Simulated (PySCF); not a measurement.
**Rubidium: a sound run and one with changed settings**

Sound run: Rb⁺ [Kr], Rb²⁺ [Ar] 3d10 4s2 4p5. All numbers are calculated (PySCF 2.14, scalar relativity through the core potential, in def2-SVP with the def2 core potential (28 electrons)). In the sound run the correlated levels freeze 4s2 outside the core potential. The sound run starts from symmetry-adapted Hartree-Fock orbitals and uses a fine grid where one is needed.

Changed run: initial guess atom, at most 5 SCF cycles. This setting is unsound on purpose.

| species | method | sound run (hartree) | changed run (hartree) | converged |
| --- | --- | --- | --- | --- |
| Rb⁺ | UHF | -23.66254 | -23.66254 | yes |
| Rb⁺ | M06-2X | -23.87088 | -23.87088 | yes |
| Rb⁺ | PBE0 | -23.92704 | -23.92704 | yes |
| Rb⁺ | MP2 | -23.69957 | -23.69957 | yes |
| Rb⁺ | CCSD(T) | -23.70484 | -23.70484 | yes |
| Rb²⁺ | UHF | -22.68381 | -22.68381 | no |
| Rb²⁺ | M06-2X | -22.85444 | -22.85444 | no |
| Rb²⁺ | PBE0 | -22.91461 | -22.91461 | no |

The SCF was stopped early; the energies are upper bounds that still move, and correlated levels were skipped or rest on poor orbitals.
